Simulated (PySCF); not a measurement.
Te(OMe)(SeH) (CH₄OSeTe), SMILES CO[Te][SeH].

Coordinates come from a PBE0-D3(BJ)/def2-SVP optimisation. The structure was generated by enumeration, and PubChem lists no compound with its InChIKey, so it may never have been made. The def2 effective core potentials stand for the cores of Te; spin–orbit coupling is left out. The values are those of a single conformer.

These are TDA-B3LYP/def2-SVPD in PySCF values and carry that method's errors.

Vertical excitations. The molecule is in vacuum.

| state | energy (eV) | λ (nm) | f | main pairs |
|---|---|---|---|---|
| S1 | 3.15 | 393 | 0.004 | HOMO→LUMO 87 % |
| S2 | 3.40 | 365 | 0.001 | HOMO→LUMO+1 86 % |
| S3 | 4.14 | 299 | 0.007 | HOMO−1→LUMO 98 % |
| S4 | 4.55 | 273 | 0.004 | HOMO−1→LUMO+1 69 %, HOMO−2→LUMO 29 % |
| S5 | 4.73 | 262 | 0.001 | HOMO−2→LUMO+1 94 % |
| S6 | 4.87 | 255 | 0.014 | HOMO→LUMO+2 92 % |
| S7 | 5.29 | 235 | 0.094 | HOMO−2→LUMO 53 %, HOMO−1→LUMO+1 17 %, HOMO−4→LUMO 14 % |
| S8 | 5.62 | 221 | 0.014 | HOMO−1→LUMO+2 97 % |
| S9 | 5.84 | 212 | 0.003 | HOMO−3→LUMO 95 % |
| S10 | 5.97 | 208 | 0.056 | HOMO→LUMO+3 95 % |
| T1 | 2.56 | 483 | 0 | HOMO→LUMO+1 56 %, HOMO→LUMO 43 % |
| T2 | 2.62 | 473 | 0 | HOMO→LUMO 56 %, HOMO→LUMO+1 43 % |
| T3 | 3.63 | 342 | 0 | HOMO−1→LUMO 94 % |
| T4 | 4.04 | 307 | 0 | HOMO−1→LUMO+1 89 % |
Triplets are in the Tamm–Dancoff approximation.
